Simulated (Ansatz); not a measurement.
## Ansatz (development build ahead of 0.2.0) run

```yaml
crystal:
  periodic: [false, false, false]
  atoms:
    - { symbol: Ge, position_ang: [0.0, 0.0, 0.0] }
basis:
  gaussian: { orbitals: def2-TZVP }
magnetization:
  initial_magnetization: 2
hamiltonian:
  xc: hf
correlation:
  method: mp2
  frozen_orbitals: { Ge: 9 }
```

The input is written out in the form of the current development build from the run's settings. Correlation on restricted open-shell orbitals is semicanonical, with singles.

Results

| Property | Result |
| --- | --- |
| Converged | yes |
| Reference energy | -2075.31715 hartree |
| Correlation energy | -0.18622 hartree |
| Total energy | -2075.50338 hartree |
| Spin squared of the determinant | 2.000 |
